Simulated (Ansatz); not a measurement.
HBN, doublet, at a GFN2-xTB geometry; Ansatz (a first-principles code) with CASSCF(5,7)/STO-3G.

Here is a job for Ansatz.
Ansatz 0.2 input:
```yaml
crystal:
  periodic: [false, false, false]
  atoms:
    - {symbol: B, position_ang: [-0.00000000, -0.00000000, -0.57858560]}
    - {symbol: N, position_ang: [0.00000000, 0.00000000, 0.65947354]}
    - {symbol: H, position_ang: [-0.00000000, -0.00000000, -1.72338677]}
basis:
  gaussian:
    orbitals: STO-3G
hamiltonian:
  xc: hf
correlation: {active_space: {window: {electrons: 5, orbitals: 7}}}
magnetization: {spin_polarized: false, initial_magnetization: 1}
```

The log (banner, timings and long lists left out):

```
Functional definition: HF
143 factors; integrals over basis functions are off by at most 4.1e-5 eV
mean field evaluation 1: about -2136.8502 eV, gradient 2.0e1 eV
mean field evaluation 2: about -2136.8545 eV, gradient 2.0e1 eV
mean field evaluation 4: about -2138.4182 eV, gradient 1.9e0 eV
mean field evaluation 8: about -2138.4578 eV, gradient 9.8e-5 eV
mean field evaluation 16: about -2138.4584 eV, gradient 2.9e-4 eV
mean field evaluation 32: about -2138.1885 eV, gradient 7.9e0 eV
mean field -2138.45643236 eV, -78.5868243913 hartree, gradient 2.9e-6 eV, S^2 0.750000; 8 other end points of the search recorded, 0 dependent functions left out
reference -2138.45643236 eV, -78.5868243913 hartree; 7, 6 occupied and 4, 5 virtual orbitals, 143 factors
state -2140.58818757 eV, -78.6651649503 hartree
Total energy: -2140.58818757 eV, -78.6651649503 hartree
```
